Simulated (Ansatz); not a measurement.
Molecular dynamics of C2H11NOSi

Input file:

```yaml
crystal:
  periodic: [false, false, false]
  atoms:
    - { symbol: Si, position_ang: [0.918808, -0.429676, 1.039586] }
    - { symbol: "N", position_ang: [-0.433307, 0.084082, -0.20691] }
    - { symbol: C, position_ang: [0.092161, 0.455091, -1.531076] }
    - { symbol: C, position_ang: [-1.447487, 1.009898, 0.320854] }
    - { symbol: H, position_ang: [0.197966, -0.728536, 2.31748] }
    - { symbol: H, position_ang: [1.560083, 0.924788, 1.233331] }
    - { symbol: O, position_ang: [2.270046, -1.279819, 0.519974] }
    - { symbol: H, position_ang: [-0.60452, -1.13315, -0.110283] }
    - { symbol: H, position_ang: [-0.090614, -2.064522, 0.33779] }
    - { symbol: H, position_ang: [0.659667, 1.401833, -1.483509] }
    - { symbol: H, position_ang: [-0.738018, 0.566382, -2.250255] }
    - { symbol: H, position_ang: [0.768843, -0.342645, -1.880835] }
    - { symbol: H, position_ang: [-1.903367, 0.571214, 1.222855] }
    - { symbol: H, position_ang: [-0.995157, 1.984511, 0.584036] }
    - { symbol: H, position_ang: [-2.238951, 1.176946, -0.430333] }
    - { symbol: H, position_ang: [1.983749, -2.196398, 0.317092] }
basis:
  gaussian: { orbitals: "6-31G*" }
hamiltonian:
  xc: pbe
md:
  timestep: 0.5
  n_steps: 200
  ensemble: nve
  temperature: 100.0
  initial_velocities: maxwell_boltzmann
  seed: 6199
```

Command:

```bash
$ ansatz run input.yaml --threads 2 --pin off --max-ram 3072MiB --backend cpu --events-out ev --progress --plain --runs-dir out
```

It starts at the highest image of a converged band. Of that band: Neighbouring images differ by up to 1.5 eV, so the band resolves the path poorly. A vibrational analysis at the climbing image gives one clearly imaginary mode, 1221i cm⁻¹: a first-order saddle point.

Output, in part (one step line in 4, the closing report, with atoms numbered from 0):

```
md step     0: t =     0.00 fs  T =   100.0 K  F+E_penalty+E_count = -13654.77119112 eV  E_kin = 0.180964 eV  conserved = -13654.59022712 eV  (31 SCF iters)
md step     4: t =     2.00 fs  T =    78.8 K  F+E_penalty+E_count = -13654.73227272 eV  E_kin = 0.142568 eV  conserved = -13654.58970482 eV  (33 SCF iters)
md step     8: t =     4.00 fs  T =    60.9 K  F+E_penalty+E_count = -13654.70003599 eV  E_kin = 0.110262 eV  conserved = -13654.58977427 eV  (33 SCF iters)
md step    12: t =     6.00 fs  T =    50.9 K  F+E_penalty+E_count = -13654.68182606 eV  E_kin = 0.092085 eV  conserved = -13654.58974152 eV  (33 SCF iters)
md step    16: t =     8.00 fs  T =    53.6 K  F+E_penalty+E_count = -13654.68647444 eV  E_kin = 0.096938 eV  conserved = -13654.58953660 eV  (33 SCF iters)
md step    20: t =    10.00 fs  T =    87.2 K  F+E_penalty+E_count = -13654.74766376 eV  E_kin = 0.157798 eV  conserved = -13654.58986546 eV  (32 SCF iters)
md step    24: t =    12.00 fs  T =   124.9 K  F+E_penalty+E_count = -13654.81586923 eV  E_kin = 0.226064 eV  conserved = -13654.58980566 eV  (32 SCF iters)
md step    28: t =    14.00 fs  T =   173.1 K  F+E_penalty+E_count = -13654.90291477 eV  E_kin = 0.313262 eV  conserved = -13654.58965303 eV  (31 SCF iters)
md step    32: t =    16.00 fs  T =   246.6 K  F+E_penalty+E_count = -13655.03626564 eV  E_kin = 0.446192 eV  conserved = -13654.59007348 eV  (32 SCF iters)
md step    36: t =    18.00 fs  T =   303.1 K  F+E_penalty+E_count = -13655.13878696 eV  E_kin = 0.548588 eV  conserved = -13654.59019933 eV  (31 SCF iters)
md step    40: t =    20.00 fs  T =   332.4 K  F+E_penalty+E_count = -13655.19159232 eV  E_kin = 0.601515 eV  conserved = -13654.59007718 eV  (31 SCF iters)
md step    44: t =    22.00 fs  T =   345.3 K  F+E_penalty+E_count = -13655.21528920 eV  E_kin = 0.624849 eV  conserved = -13654.59044057 eV  (32 SCF iters)
md step    48: t =    24.00 fs  T =   326.6 K  F+E_penalty+E_count = -13655.18049410 eV  E_kin = 0.590970 eV  conserved = -13654.58952391 eV  (32 SCF iters)
md step    52: t =    26.00 fs  T =   356.7 K  F+E_penalty+E_count = -13655.23558135 eV  E_kin = 0.645470 eV  conserved = -13654.59011109 eV  (33 SCF iters)
md step    56: t =    28.00 fs  T =   383.8 K  F+E_penalty+E_count = -13655.28490628 eV  E_kin = 0.694566 eV  conserved = -13654.59033980 eV  (33 SCF iters)
md step    60: t =    30.00 fs  T =   379.6 K  F+E_penalty+E_count = -13655.27669995 eV  E_kin = 0.686927 eV  conserved = -13654.58977339 eV  (32 SCF iters)
md step    64: t =    32.00 fs  T =   389.7 K  F+E_penalty+E_count = -13655.29548186 eV  E_kin = 0.705217 eV  conserved = -13654.59026466 eV  (33 SCF iters)
md step    68: t =    34.00 fs  T =   383.7 K  F+E_penalty+E_count = -13655.28409983 eV  E_kin = 0.694324 eV  conserved = -13654.58977553 eV  (32 SCF iters)
md step    72: t =    36.00 fs  T =   397.9 K  F+E_penalty+E_count = -13655.31028304 eV  E_kin = 0.720083 eV  conserved = -13654.59020046 eV  (32 SCF iters)
md step    76: t =    38.00 fs  T =   391.2 K  F+E_penalty+E_count = -13655.29846598 eV  E_kin = 0.708019 eV  conserved = -13654.59044710 eV  (31 SCF iters)
md step    80: t =    40.00 fs  T =   337.2 K  F+E_penalty+E_count = -13655.20011721 eV  E_kin = 0.610283 eV  conserved = -13654.58983449 eV  (32 SCF iters)
md step    84: t =    42.00 fs  T =   308.1 K  F+E_penalty+E_count = -13655.14718723 eV  E_kin = 0.557522 eV  conserved = -13654.58966475 eV  (31 SCF iters)
md step    88: t =    44.00 fs  T =   331.1 K  F+E_penalty+E_count = -13655.18935221 eV  E_kin = 0.599226 eV  conserved = -13654.59012632 eV  (32 SCF iters)
md step    92: t =    46.00 fs  T =   348.7 K  F+E_penalty+E_count = -13655.22134584 eV  E_kin = 0.630934 eV  conserved = -13654.59041165 eV  (32 SCF iters)
md step    96: t =    48.00 fs  T =   328.0 K  F+E_penalty+E_count = -13655.18336512 eV  E_kin = 0.593609 eV  conserved = -13654.58975652 eV  (31 SCF iters)
md step   100: t =    50.00 fs  T =   327.7 K  F+E_penalty+E_count = -13655.18297743 eV  E_kin = 0.593048 eV  conserved = -13654.58992920 eV  (33 SCF iters)
md step   104: t =    52.00 fs  T =   347.0 K  F+E_penalty+E_count = -13655.21775494 eV  E_kin = 0.628011 eV  conserved = -13654.58974441 eV  (33 SCF iters)
md step   108: t =    54.00 fs  T =   395.4 K  F+E_penalty+E_count = -13655.30586561 eV  E_kin = 0.715608 eV  conserved = -13654.59025808 eV  (31 SCF iters)
md step   112: t =    56.00 fs  T =   416.3 K  F+E_penalty+E_count = -13655.34388023 eV  E_kin = 0.753441 eV  conserved = -13654.59043905 eV  (32 SCF iters)
md step   116: t =    58.00 fs  T =   403.8 K  F+E_penalty+E_count = -13655.32022483 eV  E_kin = 0.730749 eV  conserved = -13654.58947580 eV  (29 SCF iters)
md step   120: t =    60.00 fs  T =   443.6 K  F+E_penalty+E_count = -13655.39318321 eV  E_kin = 0.802705 eV  conserved = -13654.59047782 eV  (31 SCF iters)
md step   124: t =    62.00 fs  T =   446.9 K  F+E_penalty+E_count = -13655.39898312 eV  E_kin = 0.808723 eV  conserved = -13654.59025969 eV  (32 SCF iters)
md step   128: t =    64.00 fs  T =   419.0 K  F+E_penalty+E_count = -13655.34827076 eV  E_kin = 0.758236 eV  conserved = -13654.59003473 eV  (32 SCF iters)
md step   132: t =    66.00 fs  T =   392.7 K  F+E_penalty+E_count = -13655.30035436 eV  E_kin = 0.710601 eV  conserved = -13654.58975303 eV  (32 SCF iters)
md step   136: t =    68.00 fs  T =   401.4 K  F+E_penalty+E_count = -13655.31596963 eV  E_kin = 0.726313 eV  conserved = -13654.58965648 eV  (32 SCF iters)
md step   140: t =    70.00 fs  T =   449.3 K  F+E_penalty+E_count = -13655.40363518 eV  E_kin = 0.813150 eV  conserved = -13654.59048547 eV  (32 SCF iters)
md step   144: t =    72.00 fs  T =   451.1 K  F+E_penalty+E_count = -13655.40648811 eV  E_kin = 0.816286 eV  conserved = -13654.59020170 eV  (32 SCF iters)
md step   148: t =    74.00 fs  T =   445.0 K  F+E_penalty+E_count = -13655.39486480 eV  E_kin = 0.805344 eV  conserved = -13654.58952034 eV  (32 SCF iters)
md step   152: t =    76.00 fs  T =   500.6 K  F+E_penalty+E_count = -13655.49622024 eV  E_kin = 0.905947 eV  conserved = -13654.59027369 eV  (31 SCF iters)
md step   156: t =    78.00 fs  T =   540.3 K  F+E_penalty+E_count = -13655.56807841 eV  E_kin = 0.977748 eV  conserved = -13654.59033065 eV  (30 SCF iters)
md step   160: t =    80.00 fs  T =   545.2 K  F+E_penalty+E_count = -13655.57656225 eV  E_kin = 0.986597 eV  conserved = -13654.58996555 eV  (30 SCF iters)
md step   164: t =    82.00 fs  T =   556.5 K  F+E_penalty+E_count = -13655.59693712 eV  E_kin = 1.007045 eV  conserved = -13654.58989199 eV  (31 SCF iters)
md step   168: t =    84.00 fs  T =   586.0 K  F+E_penalty+E_count = -13655.65046402 eV  E_kin = 1.060452 eV  conserved = -13654.59001234 eV  (31 SCF iters)
md step   172: t =    86.00 fs  T =   611.5 K  F+E_penalty+E_count = -13655.69712120 eV  E_kin = 1.106550 eV  conserved = -13654.59057138 eV  (32 SCF iters)
md step   176: t =    88.00 fs  T =   582.7 K  F+E_penalty+E_count = -13655.64448526 eV  E_kin = 1.054501 eV  conserved = -13654.58998436 eV  (31 SCF iters)
md step   180: t =    90.00 fs  T =   564.3 K  F+E_penalty+E_count = -13655.61092083 eV  E_kin = 1.021163 eV  conserved = -13654.58975766 eV  (31 SCF iters)
md step   184: t =    92.00 fs  T =   584.6 K  F+E_penalty+E_count = -13655.64827149 eV  E_kin = 1.057951 eV  conserved = -13654.59032072 eV  (31 SCF iters)
md step   188: t =    94.00 fs  T =   580.0 K  F+E_penalty+E_count = -13655.63989617 eV  E_kin = 1.049617 eV  conserved = -13654.59027959 eV  (32 SCF iters)
md step   192: t =    96.00 fs  T =   549.8 K  F+E_penalty+E_count = -13655.58476262 eV  E_kin = 0.995012 eV  conserved = -13654.58975033 eV  (32 SCF iters)
md step   196: t =    98.00 fs  T =   554.3 K  F+E_penalty+E_count = -13655.59282493 eV  E_kin = 1.003123 eV  conserved = -13654.58970159 eV  (31 SCF iters)
md step   200: t =   100.00 fs  T =   596.1 K  F+E_penalty+E_count = -13655.66910040 eV  E_kin = 1.078736 eV  conserved = -13654.59036432 eV  (29 SCF iters)
Total energy: -13655.66913676 eV, -501.8365846309 hartree
Atom 0 at     1.399222    -0.818605     1.265757 Å, force    -0.454268     1.413438    -1.684179 eV/Å
Atom 1 at    -1.223092     0.318164    -0.728581 Å, force     0.406003    -0.316442     0.038855 eV/Å
Atom 2 at    -0.488804     0.815733    -1.870002 Å, force     0.149987     0.213157    -0.322230 eV/Å
Atom 3 at    -1.796829     1.318499     0.125222 Å, force    -1.094381     0.234255     0.961275 eV/Å
Atom 4 at     0.937646    -0.445615     2.644765 Å, force     0.101969    -0.233121     0.176153 eV/Å
Atom 5 at     1.686470     0.476569     0.474545 Å, force    -0.366170    -0.379096     0.583954 eV/Å
Atom 6 at     2.913362    -1.505526     1.072209 Å, force     0.105413    -0.992430     0.373680 eV/Å
Atom 7 at    -1.926417    -0.315721    -1.091826 Å, force    -0.454106    -0.192558     0.102585 eV/Å
Atom 8 at     0.265567    -1.499468     0.487423 Å, force     0.510898    -0.112429     0.526849 eV/Å
Atom 9 at     0.380055     1.428664    -1.559064 Å, force    -0.115743    -0.086887     0.065076 eV/Å
Atom 10 at    -1.122595     1.440299    -2.553118 Å, force     0.239898    -0.056321    -0.019131 eV/Å
Atom 11 at    -0.097952    -0.059200    -2.423101 Å, force     0.006912     0.195779    -0.114250 eV/Å
Atom 12 at    -2.647748     0.889342     0.717353 Å, force     0.440014     0.028374    -0.294938 eV/Å
Atom 13 at    -1.088478     1.694249     0.878585 Å, force     0.375606    -0.027600    -0.000467 eV/Å
Atom 14 at    -2.215727     2.223336    -0.359608 Å, force    -0.048819     0.099787    -0.431884 eV/Å
Atom 15 at     2.892752    -2.480454     1.193404 Å, force     0.196786     0.212095     0.038651 eV/Å
Dipole moment:    -0.374638    -0.288524    -0.055658 e Å
```

All steps were run. The conserved energy stayed within 0.047 meV per atom of its start (net change -0.0086 meV per atom), so the integration is sound. The system heated up, since it started high on the potential surface and ran downhill. A run of 0.1 ps of so small a system gives no equilibrium averages. The orbitals stay closed-shell, which can raise the energy where a bond breaks towards radicals; this wasn't checked here.

The step under study would form Si1–H9, N2–H8 and break Si1–N2, H8–H9. These pairs go: Si1–H9 2.05 → 1.53 Å, N2–H8 1.23 → 1.01 Å, Si1–N2 1.91 → 3.49 Å, H8–H9 1.15 → 2.95 Å. In the last frame they stand as after the step (other bonds may differ from the relaxed reactants and products). It ends as C2H7N + H4OSi. Pairs count as bonded within 1.25 times the sum of covalent radii (0.12 Å more for H–H).

Last frame:

```xyz
16
Properties=species:S:1:pos:R:3
Si 1.399 -0.819 1.266
N -1.223 0.318 -0.729
C -0.489 0.816 -1.870
C -1.797 1.319 0.125
H 0.938 -0.446 2.645
H 1.687 0.477 0.474
O 2.913 -1.506 1.072
H -1.926 -0.316 -1.092
H 0.266 -1.500 0.487
H 0.380 1.429 -1.559
H -1.123 1.440 -2.553
H -0.098 -0.059 -2.423
H -2.648 0.889 0.717
H -1.089 1.694 0.879
H -2.216 2.223 -0.360
H 2.893 -2.481 1.193
```

Time of the run: 8.3 min on 2 threads of Arm Neoverse V1, with other jobs on the host, peak memory 0.14 GiB.
